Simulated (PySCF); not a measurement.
PySCF job for ClH3InN, SMILES [NH2][InH][Cl], TDDFT-LC-ωPBE/def2-SVPD. Geometry: PBE0-D3(BJ)/def2-SVP. The def2 effective core potentials stand for the cores of In; spin–orbit coupling is left out. One conformer was computed; it need not be the lowest.

```python
import numpy as np
from pyscf import gto, scf, dft, tdscf

mol = gto.M(
    atom='''
    In   -0.22471902   -0.39220317   -0.17278287
    H    -1.39170134   -0.97268623   -1.26812184
    Cl    0.25199708    1.92034197   -0.13006057
    N     0.80022033   -1.32558347    1.27751751
    H     1.57351911   -0.84688564    1.72721925
    H     0.94392148   -2.32920196    1.27567035
    ''',
    basis='def2-SVPD',
    ecp={'In': 'def2-svp'},
    charge=0,
    spin=0,
    max_memory=1600,
    verbose=4,
)
mf = dft.RKS(mol, xc='lc_wpbe').density_fit(auxbasis='def2-universal-jkfit')
mf.grids.level = 3
mf.conv_tol = 1e-9
mf.max_cycle = 100
mf.kernel()
mf.grids = dft.Grids(mol).set(level=1).build(with_non0tab=True)  # coarser grid for the response kernel
td = tdscf.TDDFT(mf)
td.singlet = True
td.nstates = 10
td.conv_tol = 1e-4
td.kernel(x0=td.get_init_guess(mf, 15))
td.analyze()
tt = tdscf.TDA(mf)
tt.singlet = False
tt.nstates = 4
tt.conv_tol = 1e-4
tt.kernel(x0=tt.get_init_guess(mf, 9))
tt.analyze(verbose=3)
```

Log of the run:

```
PySCF version 2.14.0

[INPUT] verbose = 4
[INPUT] num. atoms = 6
[INPUT] num. electrons = 48
[INPUT] charge = 0
[INPUT] spin (= nelec alpha-beta = 2S) = 0
[INPUT] symmetry False subgroup None
[INPUT] Mole.unit = angstrom
[INPUT] Symbol           X                Y                Z      unit          X                Y                Z       unit  Magmom
[INPUT]  1 In    -0.224719020000  -0.392203170000  -0.172782870000 AA   -0.424657402781  -0.741156576486  -0.326512303316 Bohr   0.0
[INPUT]  2 H     -1.391701340000  -0.972686230000  -1.268121840000 AA   -2.629934379790  -1.838110579836  -2.396402970180 Bohr   0.0
[INPUT]  3 Cl     0.251997080000   1.920341970000  -0.130060570000 AA    0.476205465390   3.628920388808  -0.245778856905 Bohr   0.0
[INPUT]  4 N      0.800220330000  -1.325583470000   1.277517510000 AA    1.512197263009  -2.504989713551   2.414158213236 Bohr   0.0
[INPUT]  5 H      1.573519110000  -0.846885640000   1.727219250000 AA    2.973520169669  -1.600381918427   3.263971339577 Bohr   0.0
[INPUT]  6 H      0.943921480000  -2.329201960000   1.275670350000 AA    1.783753080294  -4.401553793200   2.410667586728 Bohr   0.0

nuclear repulsion = 167.247423057579
number of shells = 43
number of NR pGTOs = 172
number of NR cGTOs = 103
basis = def2-SVPD
ecp = {'In': 'def2-svp'}


******** <class 'pyscf.df.df_jk.DFRKS'> ********
method = DFRKS
initial guess = minao
damping factor = 0
level_shift factor = 0
DIIS = <class 'pyscf.scf.diis.CDIIS'>
diis_start_cycle = 1
diis_space = 8
diis_damp = 0
SCF conv_tol = 1e-09
SCF conv_tol_grad = None
SCF max_cycles = 100
direct_scf = False
XC library pyscf.dft.libxc version 7.1.2
    S. Lehtola, C. Steigemann, M. J. T. Oliveira, and M. A. L. Marques,  SoftwareX 7, 1–5 (2018)
XC functionals = lc_wpbe
    O. A. Vydrov and G. E. Scuseria,  J. Chem. Phys. 125, 234109 (2006)
radial grids:
    Treutler-Ahlrichs [JCP 102, 346 (1995); DOI:10.1063/1.469408] (M4) radial grids

becke partition: Becke, JCP 88, 2547 (1988); DOI:10.1063/1.454033
pruning grids: <function nwchem_prune>
grids dens level: 3
symmetrized grids: False
atomic radii adjust function: <function treutler_atomic_radii_adjust>
small_rho_cutoff = 0
Set gradient conv threshold to 3.16228e-05
Initial guess from minao.
tot grids = 84080
Create RSH-DF object <pyscf.df.df.DF object> for omega=0.4
******** <class 'pyscf.df.df.DF'> ********
auxbasis = auxmol.basis = def2-universal-jkfit
init E= -685.02750669443
  HOMO = -0.669785297019928  LUMO = -0.503309650091888  gap/eV = 4.53003
cycle= 1 E= -706.018567271678  delta_E=  -21  |g|= 1.69  |ddm|= 14.5
  HOMO = -0.275121818074614  LUMO = 0.0506139272309107  gap/eV = 8.86372
cycle= 2 E= -706.409285486857  delta_E= -0.391  |g|= 1.18  |ddm|=  9.2
  HOMO = -0.374282304212429  LUMO = 0.0294736403929444  gap/eV = 10.98676
cycle= 3 E= -706.631742281278  delta_E= -0.222  |g|= 0.0523  |ddm|= 2.03
  HOMO = -0.381072444563662  LUMO = 0.022699987472899  gap/eV = 10.98721
cycle= 4 E= -706.632984655697  delta_E= -0.00124  |g|= 0.0216  |ddm|= 0.182
  HOMO = -0.38249118895958  LUMO = 0.0219084705869735  gap/eV = 11.00428
cycle= 5 E= -706.633160130457  delta_E= -0.000175  |g|= 0.00562  |ddm|= 0.0479
  HOMO = -0.382477001625729  LUMO = 0.0219167264236143  gap/eV = 11.00411
cycle= 6 E= -706.63318304332  delta_E= -2.29e-05  |g|= 0.00152  |ddm|= 0.0234
  HOMO = -0.382763479494122  LUMO = 0.0218831906713424  gap/eV = 11.01100
cycle= 7 E= -706.633184682607  delta_E= -1.64e-06  |g|= 0.000842  |ddm|= 0.005
  HOMO = -0.382550501438547  LUMO = 0.0219048982062637  gap/eV = 11.00579
cycle= 8 E= -706.63318502209  delta_E= -3.39e-07  |g|= 0.000301  |ddm|= 0.00185
  HOMO = -0.382596222154458  LUMO = 0.0219123004219448  gap/eV = 11.00724
cycle= 9 E= -706.633185107377  delta_E= -8.53e-08  |g|= 6.64e-05  |ddm|= 0.00105
  HOMO = -0.382598972726886  LUMO = 0.0219060964290772  gap/eV = 11.00714
cycle= 10 E= -706.633185112893  delta_E= -5.52e-09  |g|= 1.13e-05  |ddm|= 0.000304
  HOMO = -0.382598942742226  LUMO = 0.0219063269959208  gap/eV = 11.00715
cycle= 11 E= -706.633185112999  delta_E= -1.06e-10  |g|= 3.37e-06  |ddm|= 4.19e-05
  HOMO = -0.382598542559966  LUMO = 0.0219062300297588  gap/eV = 11.00714
Extra cycle  E= -706.633185113002  delta_E= -2.96e-12  |g|= 1.54e-06  |ddm|= 7.83e-06
converged SCF energy = -706.633185113002
tot grids = 26944


******** <class 'pyscf.tdscf.rks.TDDFT'> for <class 'pyscf.df.df_jk.DFRKS'> ********
nstates = 10 singlet
deg_eia_thresh = 1.000e-03
wfnsym = None
conv_tol = 0.0001
eigh lindep = 1e-12
eigh level_shift = 0
eigh max_cycle = 100


Excitation energies (eV)
[5.96702602 6.24463005 6.74290979 6.98359065 7.09024855 7.3479952
 7.43221696 7.55686028 8.04532909 8.12887695]

** Singlet excitation energies and oscillator strengths **
Excited State   1:      5.96703 eV    207.78 nm  f=0.0520
      24 -> 25       -0.32679
      24 -> 26       -0.52624
      24 -> 27        0.14791
      24 -> 28        0.21424
Excited State   2:      6.24463 eV    198.55 nm  f=0.0446
      24 -> 25        0.58093
      24 -> 26       -0.33974
Excited State   3:      6.74291 eV    183.87 nm  f=0.0172
      20 -> 25        0.10140
      23 -> 25        0.64563
      23 -> 27       -0.14144
Excited State   4:      6.98359 eV    177.54 nm  f=0.0589
      21 -> 25       -0.13971
      22 -> 25        0.14572
      22 -> 26        0.17487
      22 -> 27       -0.13703
      23 -> 26        0.42468
      23 -> 27       -0.29697
      24 -> 25       -0.10138
      24 -> 27        0.22147
      24 -> 28       -0.15211
Excited State   5:      7.09025 eV    174.87 nm  f=0.0800
      22 -> 25        0.22365
      22 -> 26        0.29789
      22 -> 27       -0.22801
      23 -> 26       -0.29786
      23 -> 27        0.21517
      24 -> 27        0.28046
      24 -> 28       -0.16635
Excited State   6:      7.34800 eV    168.73 nm  f=0.0049
      21 -> 25        0.10132
      22 -> 25        0.44496
      22 -> 27       -0.20221
      24 -> 27       -0.39323
      24 -> 28        0.16383
Excited State   7:      7.43222 eV    166.82 nm  f=0.0038
      21 -> 25        0.47690
      22 -> 25        0.24601
      22 -> 26       -0.25417
      22 -> 27        0.14237
      23 -> 25       -0.12503
      24 -> 27        0.22383
Excited State   8:      7.55686 eV    164.07 nm  f=0.0275
      21 -> 25       -0.39118
      21 -> 26        0.25886
      21 -> 27       -0.10549
      22 -> 25        0.28696
      22 -> 26       -0.32075
      22 -> 27        0.15784
      24 -> 27        0.10975
Excited State   9:      8.04533 eV    154.11 nm  f=0.0248
      20 -> 25        0.61962
      20 -> 26       -0.17196
      24 -> 28        0.13284
Excited State  10:      8.12888 eV    152.52 nm  f=0.0059
      20 -> 25       -0.18058
      24 -> 26        0.16077
      24 -> 27        0.15068
      24 -> 28        0.48529
      24 -> 29        0.16358
      24 -> 30        0.24873
      24 -> 35        0.12306
      24 -> 36        0.13713

** Transition electric dipole moments (AU) **
state          X           Y           Z        Dip. S.      Osc.
  1        -0.1869     -0.1144      0.5546      0.3556      0.0520
  2        -0.3033      0.3137     -0.3184      0.2918      0.0446
  3         0.3152      0.0608     -0.0329      0.1041      0.0172
  4         0.4864     -0.0591      0.3224      0.3440      0.0589
  5         0.1869     -0.0873     -0.6468      0.4608      0.0800
  6         0.0430      0.0733     -0.1409      0.0271      0.0049
  7         0.1268      0.0143     -0.0677      0.0209      0.0038
  8        -0.3648     -0.0394      0.1187      0.1488      0.0275
  9         0.3119     -0.1152     -0.1236      0.1258      0.0248
 10         0.1603      0.0302      0.0563      0.0298      0.0059

WARN: ECP detected. Skipping calculation of transition velocity and magnetic dipole moments, which have not yet been implemented.



******** <class 'pyscf.tdscf.rks.TDA'> for <class 'pyscf.df.df_jk.DFRKS'> ********
nstates = 4 triplet
deg_eia_thresh = 1.000e-03
wfnsym = None
conv_tol = 0.0001
eigh lindep = 1e-12
eigh level_shift = 0
eigh max_cycle = 100


Excitation energies (eV)
[5.09651697 5.52656278 6.18276936 6.41795713]

** Triplet excitation energies and oscillator strengths **
Excited State   1:      5.09652 eV    243.27 nm  f=0.0000
Excited State   2:      5.52656 eV    224.34 nm  f=0.0000
Excited State   3:      6.18277 eV    200.53 nm  f=0.0000
Excited State   4:      6.41796 eV    193.18 nm  f=0.0000
```

The calculation finished and met its thresholds.
